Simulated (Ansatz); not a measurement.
Frontier orbitals of C₂H₅BClFO, SMILES `CC(Cl)OBF`.

Total charge 0; spin multiplicity 1. The structure was optimised at the PBE0-D4/def2-TZVP level. It is one conformer, not always the lowest. Basis def2-TZVPP, the Gaussian-basis code of Ansatz.

Orbital energies of one run (eV). Highest occupied ones, from the top: -11.15, -11.37, -12.25, -12.97, -13.09, -13.90, -14.30, -15.11, -15.75, -16.54, -16.85, -17.96, -19.06, -20.91. Empty: 2.05, 2.67, 3.55, 3.73, 3.94, 4.55.

(1) Which functional gave them?
A. LDA (SPW92)
B. ωB97X-V
C. PBE
D. B3LYP

## Answers

(1) B. HOMO energies: ωB97X-V -11.15, B3LYP -8.41, LDA (SPW92) -7.37, PBE -7.23 eV.

B3LYP here is the variant with VWN-RPA as its local correlation; programs differ in this.
